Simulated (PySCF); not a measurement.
CH3Cl3Sn, charge -1, doublet, geometry from GFN2-xTB (such geometries of metal compounds can be far from the true shape) (a state made from the parent by changing its charge; the spin is typed, not shown lowest) (core potentials on Sn) (in this run its highest filled SCF level lies above zero, so its values depend strongly on the basis, on diffuse functions most of all); DF-M06L/def2-SVP in PySCF.

PySCF was given this input:
```python
from pyscf import gto, scf, dft

mol = gto.M(
    atom='''
C    -2.80617644   -0.40162275    0.12082347
Sn   -0.24461394   -0.03500939    0.01053216
Cl    0.89982516   -1.44031537   -1.75298602
Cl    0.41061725    2.34994459   -0.51604998
Cl    0.94662883   -0.58659495    2.17185494
H    -2.94846383   -1.38425721    0.54586184
H    -3.19286124    0.38524350    0.75152957
H    -3.16113030   -0.33236290   -0.89686246
''',
    basis='def2-svp',
    ecp={'Sn': 'def2-svp'},
    charge=-1,
    spin=1,
    verbose=4,
)

mf = dft.UKS(mol)
mf.xc = 'm06l'
mf = mf.density_fit(auxbasis='def2-universal-jkfit')
mf.kernel()
```

What the program printed (banner, timings and long lists left out):

```
PySCF version 2.14.0

[INPUT] verbose = 4
[INPUT] num. atoms = 8
[INPUT] num. electrons = 83
[INPUT] charge = -1
[INPUT] spin (= nelec alpha-beta = 2S) = 1
[INPUT] symmetry False subgroup None
[INPUT] Mole.unit = angstrom
[INPUT] Symbol           X                Y                Z      unit          X                Y                Z       unit  Magmom
[INPUT]  1 C     -2.806176440000  -0.401622750000   0.120823470000 AA   -5.302904928807  -0.758957002895   0.228323267720 Bohr   0.0
[INPUT]  2 Sn    -0.244613940000  -0.035009390000   0.010532160000 AA   -0.462253352851  -0.066158158888   0.019902897900 Bohr   0.0
[INPUT]  3 Cl     0.899825160000  -1.440315370000  -1.752986020000 AA    1.700423112393  -2.721801582302  -3.312663477991 Bohr   0.0
[INPUT]  4 Cl     0.410617250000   2.349944590000  -0.516049980000 AA    0.775954144522   4.440751683003  -0.975193128787 Bohr   0.0
[INPUT]  5 Cl     0.946628830000  -0.586594950000   2.171854940000 AA    1.788869230317  -1.108503801553   4.104211018884 Bohr   0.0
[INPUT]  6 H     -2.948463830000  -1.384257210000   0.545861840000 AA   -5.571789126886  -2.615867012855   1.031529379451 Bohr   0.0
[INPUT]  7 H     -3.192861240000   0.385243500000   0.751529570000 AA   -6.033633297339   0.728004706269   1.420185061812 Bohr   0.0
[INPUT]  8 H     -3.161130300000  -0.332362900000  -0.896862460000 AA   -5.973670511064  -0.628074854966  -1.694824420804 Bohr   0.0

nuclear repulsion = 452.450347879248
number of shells = 49
number of NR pGTOs = 214
number of NR cGTOs = 109
basis = def2-svp
ecp = {'Sn': 'def2-svp'}

******** <class 'pyscf.df.df_jk.DFUKS'> ********
method = DFUKS
initial guess = minao
damping factor = 0
level_shift factor = 0
DIIS = <class 'pyscf.scf.diis.CDIIS'>
diis_start_cycle = 1
diis_space = 8
diis_damp = 0
SCF conv_tol = 1e-09
SCF conv_tol_grad = None
SCF max_cycles = 50
direct_scf = False
number electrons alpha = 42  beta = 41
XC library pyscf.dft.libxc version 7.1.2
    S. Lehtola, C. Steigemann, M. J. T. Oliveira, and M. A. L. Marques,  SoftwareX 7, 1–5 (2018)
XC functionals = m06l
    Y. Zhao and D. G. Truhlar,  J. Chem. Phys. 125, 194101 (2006)
    Y. Zhao and D. G. Truhlar,  J. Chem. Phys. 125, 194101 (2006)
    Y. Zhao and D. G. Truhlar,  Theor. Chem. Acc. 120, 215 (2008)
radial grids:
    Treutler-Ahlrichs [JCP 102, 346 (1995); DOI:10.1063/1.469408] (M4) radial grids

becke partition: Becke, JCP 88, 2547 (1988); DOI:10.1063/1.454033
pruning grids: <function nwchem_prune>
grids dens level: 3
symmetrized grids: False
atomic radii adjust function: <function treutler_atomic_radii_adjust>
small_rho_cutoff = 0
Set gradient conv threshold to 3.16228e-05
tot grids = 122144
init E= -1611.84446699628

cycle= 1 E= -1632.1124692835  delta_E= -20.3  |g|= 2.03  |ddm|= 5.59
cycle= 2 E= -1604.7293732604  delta_E= 27.4  |g|= 6.77  |ddm|= 21.4
cycle= 3 E= -1634.17184502716  delta_E= -29.4  |g|= 0.836  |ddm|= 20.9
cycle= 4 E= -1634.26638720558  delta_E= -0.0945  |g|= 0.79  |ddm|= 2.27
cycle= 5 E= -1634.67554719769  delta_E= -0.409  |g|= 0.195  |ddm|= 1.36
cycle= 6 E= -1634.69575053537  delta_E= -0.0202  |g|= 0.0857  |ddm|= 0.39
cycle= 7 E= -1634.70052975183  delta_E= -0.00478  |g|= 0.00926  |ddm|= 0.126
cycle= 8 E= -1634.70057933618  delta_E= -4.96e-05  |g|= 0.0033  |ddm|= 0.0154
cycle= 9 E= -1634.70058889495  delta_E= -9.56e-06  |g|= 0.000786  |ddm|= 0.00708
cycle= 10 E= -1634.70058975704  delta_E= -8.62e-07  |g|= 0.00041  |ddm|= 0.00262
cycle= 11 E= -1634.70058991673  delta_E= -1.6e-07  |g|= 0.000147  |ddm|= 0.00122
cycle= 12 E= -1634.70058993104  delta_E= -1.43e-08  |g|= 6.11e-05  |ddm|= 0.000419
cycle= 13 E= -1634.70058993341  delta_E= -2.37e-09  |g|= 2.7e-05  |ddm|= 0.000148
cycle= 14 E= -1634.7005899339  delta_E= -4.85e-10  |g|= 6.53e-06  |ddm|= 4.79e-05
Extra cycle  E= -1634.70058993383  delta_E= 6.23e-11  |g|= 1.13e-05  |ddm|= 2.54e-05
converged SCF energy = -1634.70058993383  <S^2> = 0.75557134  2S+1 = 2.0055636
```
